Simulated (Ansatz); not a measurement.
Born–Oppenheimer molecular dynamics of a periodic cell of 14 atoms, LiH8ClO4 (contents 4 H2O + 1 Li + 1 Cl, density as packed 1.29 g/cm³ with natural masses). It goes on from the last frame of an earlier run, with new velocities.

The calculation used DFT LDA, scalar-relativistic, plane waves, PAW in Ansatz 0.2.0. Settings: accuracy low, cutoff 420 eV, k mesh 1x1x1, fermi-dirac smearing 0.05 eV, no spin polarisation.

```
ensemble        : NVT, Nosé–Hoover chain
time step       : 0.5 fs
steps asked     : 400
set temperature : 1500 K
thermostat      : time constant 100 fs, chain length 3
seed            : 224024
```

First frame:

```xyz
14
Lattice="5.2848 0.0000 0.0000 0.0000 5.2848 0.0000 0.0000 0.0000 5.2848" Properties=species:S:1:pos:R:3
O 2.522 3.977 0.918
H 1.746 4.303 0.497
H 2.454 4.298 1.759
O 2.631 2.707 3.244
H 2.103 3.066 3.923
H 2.777 1.529 3.373
O 3.575 0.526 3.729
H 4.477 0.646 3.066
H 3.584 0.466 4.638
O 5.330 3.183 4.843
H 4.795 4.102 4.629
H 4.635 2.456 5.064
Li 1.516 2.545 1.846
Cl 0.191 5.689 1.721
```

What does the run give?

The run went to its last step.

| Property | Result |
| --- | --- |
| steps done | 400 |
| time covered | 200 fs |
| mean temperature over the second half | 1661 K |
| spread of the potential energy over the second half | 27.8 meV per atom |
| mean potential energy of the second half above the start | -1.1 meV per atom |

The conserved energy stayed within 1.5 meV per atom of its start (net change 0.14 meV per atom), so the integration is sound. The mean temperature of the second half is 11 % above the set value. A run of 0.2 ps of so small a system gives no equilibrium averages. Limits of this set-up: coarse k mesh, low accuracy level.

What happens to the structure?

Mean squared displacements from the first frame to the last, about the centre of mass: O 1.55 Å², H 1.99 Å², Li 16.25 Å², Cl 1.52 Å². Another seed would give other details.

How do temperature and energy run in time?


| time (fs) | T (K) | potential energy less start (eV) | conserved less start (meV/atom) |
| --- | --- | --- | --- |
| 0.0 | 1500 | 0.000 | 0.00 |
| 6.5 | 1309 | 0.331 | 0.69 |
| 13.0 | 1429 | 0.120 | -0.07 |
| 19.5 | 1583 | -0.133 | 0.21 |
| 26.0 | 1509 | -0.013 | 0.02 |
| 32.5 | 1362 | 0.234 | 0.00 |
| 39.0 | 1479 | 0.026 | -0.66 |
| 45.5 | 1416 | 0.133 | -0.55 |
| 52.0 | 1201 | 0.511 | 0.38 |
| 58.5 | 1108 | 0.683 | 1.09 |
| 65.0 | 1458 | 0.087 | -0.07 |
| 71.5 | 1151 | 0.619 | 0.57 |
| 78.0 | 1229 | 0.491 | 0.17 |
| 84.5 | 1570 | -0.070 | -0.08 |
| 91.0 | 1851 | -0.535 | -0.77 |
| 97.5 | 1237 | 0.525 | 0.25 |
| 104.0 | 1431 | 0.215 | 0.15 |
| 110.5 | 1896 | -0.557 | -0.48 |
| 117.0 | 1489 | 0.155 | 0.21 |
| 123.5 | 1362 | 0.384 | 0.28 |
| 130.0 | 1705 | -0.189 | -0.64 |
| 136.5 | 1397 | 0.355 | -0.07 |
| 143.0 | 1620 | -0.001 | -0.32 |
| 149.5 | 1462 | 0.294 | 0.07 |
| 156.0 | 1578 | 0.132 | 0.11 |
| 162.5 | 1898 | -0.383 | -0.52 |
| 169.0 | 1757 | -0.094 | 0.52 |
| 175.5 | 1577 | 0.243 | 0.50 |
| 182.0 | 2111 | -0.640 | -0.92 |
| 188.5 | 1601 | 0.268 | 0.56 |
| 195.0 | 1685 | 0.151 | 0.16 |

Run time: 3.5 min on 1 thread of Arm Neoverse N1, on a shared host, peak memory 0.29 GiB.
